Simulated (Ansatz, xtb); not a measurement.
## FH3S3Si: which of two conformers lies lower

Structure X: `F[Si](S)(S)S`, a singlet. Structure Y: `F[Si](S)(S)S`, a singlet. Both are isolated molecules in the gas phase, relaxed with PBE0-D4/def2-SVP.

X (Å):

```yaml
atoms:
  - { symbol: F, position_ang: [-1.0174, 0.5491, 1.1604] }
  - { symbol: S, position_ang: [1.9779, 0.5560, 0.5119] }
  - { symbol: S, position_ang: [-0.5415, 0.8580, -1.8511] }
  - { symbol: S, position_ang: [-0.1553, -2.1088, -0.0976] }
  - { symbol: Si, position_ang: [-0.0065, 0.0027, 0.0131] }
  - { symbol: H, position_ang: [1.8978, 0.0639, 1.7701] }
  - { symbol: H, position_ang: [-0.5573, 2.1234, -1.3712] }
  - { symbol: H, position_ang: [-1.5054, -2.1016, -0.1913] }
```

Y (Å):

| atom | x (Å) | y (Å) | z (Å) |
| --- | --- | --- | --- |
| F | -1.2757 | 2.8567 | 2.7904 |
| S | -1.3613 | 3.3148 | -0.2907 |
| S | 0.8565 | 1.2539 | 1.2925 |
| S | -2.6857 | 0.6283 | 1.4506 |
| Si | -1.1114 | 2.0530 | 1.3927 |
| H | -0.1543 | 3.9101 | -0.1490 |
| H | 0.8164 | 0.7451 | 2.5455 |
| H | -2.2124 | -0.0461 | 0.3793 |

Problem. Estimate which is lower in electronic energy at CCSD(T)/def2-SVP + ΔMP2/def2-TZVPP, and by roughly how much.

Solution. CCSD(T)/def2-SVP + ΔMP2/def2-TZVPP gives E(Y) − E(X) = +0.54 kJ/mol, slightly favouring structure X, which is too small a margin to settle the true order.

How the difference moves with the method:

| level | geometry | E(Y) − E(X) (kJ/mol) | departure from the last row (kJ/mol) | job, with rough time for the two |
| --- | --- | --- | --- | --- |
| PBE0-D4/def2-SVP | PBE0-D4/def2-SVP | +1.54 | +1.00 | optimisation, 36 s |
| HF/def2-SVP | PBE0-D4/def2-SVP | +1.92 | +1.37 | part of the CCSD(T) run |
| MP2/def2-SVP | PBE0-D4/def2-SVP | +1.76 | +1.21 | part of the CCSD(T) run |
| CCSD(T)/def2-SVP | PBE0-D4/def2-SVP | +1.65 | +1.10 | single point |
| CCSD(T)/def2-SVP + ΔMP2/def2-TZVPP | PBE0-D4/def2-SVP | +0.54 |  | single point, 29 s |

The largest departure from CCSD(T)/def2-SVP + ΔMP2/def2-TZVPP is that of HF/def2-SVP, 1.37 kJ/mol. Levels run at GFN2-xTB geometries aren't shown. The last row adds to CCSD(T) the change of the MP2 difference between the two basis sets, here −1.10 kJ/mol.

With harmonic frequencies from PBE0-D4/def2-SVP (ideal gas, rigid rotor, one conformer each, 298.15 K, 1 atm): the zero-point term adds +0.24 kJ/mol; ΔH is +0.69 and ΔG −1.68 kJ/mol.

The correlated steps freeze 21 core orbitals. Programs: Ansatz 0.2.0; the last row on 2 threads of Arm Neoverse V1 on a shared host.
